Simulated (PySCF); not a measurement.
C₂H₉BN (charge -1).
InChI=1S/C2H9BN/c1-2-3-4/h2-4H2,1H3/q-1

Torsions of this conformer, `[CH3:1][CH2:2][BH2-:3][NH2:4]`: C1–C2–B3–N4 -178°, H–N4–B3–C2 -66°, H–N4–B3–C2 -177°.

The closed-shell ground state was solved at several levels (PySCF, density fitting, gas phase, non-relativistic). Isolated species at its PBE0-D3(BJ)/def2-SVP geometry (one conformer only). The geometry's basis has no diffuse functions, a weakness for an anion. Where the HOMO energy is positive, the finite basis confines the outermost electrons. No diffuse functions stand in 6-31G*, def2-TZVP, pcJ-1 and pcSseg-1, which bears on an anion's orbital energies.

| level | basis functions | HOMO (eV) | LUMO (eV) | gap (eV) |
| --- | --- | --- | --- | --- |
| CAM-B3LYP/def2-SVPD | 152 | -2.19 | 5.16 | 7.35 |
| PBE/def2-SVPD | 152 | 0.51 | 4.02 | 3.51 |
| PBE0/aug-cc-pVDZ | 173 | -0.83 | 3.02 | 3.85 |
| B3LYP/pcJ-1 | 198 | -0.31 | 5.78 | 6.09 |
| LDA/def2-SVPD | 152 | 0.41 | 3.96 | 3.55 |
| PBE0/pcSseg-1 | 113 | -0.51 | 6.06 | 6.57 |
| PBE0/6-31+G* | 90 | -0.71 | 3.85 | 4.56 |
| PBE0/def2-TZVP | 178 | -0.67 | 5.58 | 6.25 |
| PBE0/6-31G* | 74 | -0.02 | 7.86 | 7.88 |
| B3LYP/def2-SVPD | 152 | -0.61 | 4.36 | 4.97 |

Problem. Estimate the row for PBE0/def2-TZVPD, a basis of 229 functions; the other rows only guide the guess.

Solution. HOMO -0.82 eV, LUMO 3.81 eV, gap 4.63 eV.

Problem. Over all these levels, which gives the widest orbital gap and which the narrowest?

Solution. PBE0/6-31G* (global hybrid, 25 % exact exchange) has the widest, 7.88 eV, and PBE/def2-SVPD (GGA) the narrowest, 3.51 eV. Functional and basis both differ between the two, so the spread mixes both effects.

Problem. How much does the basis alone move the frontier levels among the 6 PBE0 rows (the withheld one included)?

Solution. The HOMO by 0.81 eV and the LUMO by 4.84 eV. By rising basis size (HOMO, LUMO in eV): 6-31G* -0.02, 7.86; 6-31+G* -0.71, 3.85; pcSseg-1 -0.51, 6.06; aug-cc-pVDZ -0.83, 3.02; def2-TZVP -0.67, 5.58; def2-TZVPD -0.82, 3.81.
